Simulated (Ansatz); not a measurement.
Computed with Ansatz on PBE0-D4/def2-TZVP structures; ΔE is electronic, products minus reactants. CCSD(T)/CBS is the MP2 limit (def2-TZVPP, def2-QZVPP) plus CCSD(T) − MP2 in def2-TZVPP, frozen cores. This one scheme is used for every species. Double bonds are as drawn, so ΔE can hold a change between cis and trans. Functionals use def2-TZVPP.

Reaction (formal exchange of groups at a C–Si bond): `B/C([SiH3])=C\Cl` + CH₄ → `B/C(C)=C/Cl` + SiH₄

| level | ΔE (kcal/mol) | difference from CCSD(T)/CBS |
| --- | --- | --- |
| r2SCAN-D4 | 6.8 | -0.1 |
| PBE0-D4 | 6.4 | -0.5 |
| ωB97X-V | 6.1 | -0.8 |
| ωB97M-V | 6.6 | -0.3 |
| PBE | 5.9 | -1.0 |
| r2SCAN | 6.7 | -0.2 |
| PBE0 | 6.0 | -0.9 |
| HF/def2-TZVPP | 6.0 | -0.9 |
| MP2/def2-TZVPP | 7.0 | 0.1 |
| SCS-MP2/def2-TZVPP | 6.6 | -0.3 |
| CCSD/def2-TZVPP | 6.3 | -0.6 |
| CCSD(T)/def2-TZVPP | 6.4 | -0.5 |
| HF/def2-QZVPP | 6.0 | -0.9 |
| SCS-MP2/def2-QZVPP | 6.8 | -0.1 |
| MP2/CBS(def2) | 7.4 | 0.5 |
| CCSD/CBS(def2) | 6.7 | -0.2 |
| CCSD(T)/CBS | 6.9 | 0 |

Largest T1 diagnostic among the species: 0.012.

The D4 term adds +0.8 kcal/mol with B3LYP and +0.4 kcal/mol with PBE0; it sums over pairs of atoms, weighted by their polarisabilities, and B3LYP, whose exchange is more repulsive, gets the larger term.

B3LYP here is the variant with VWN-RPA as its local correlation; programs differ in this.
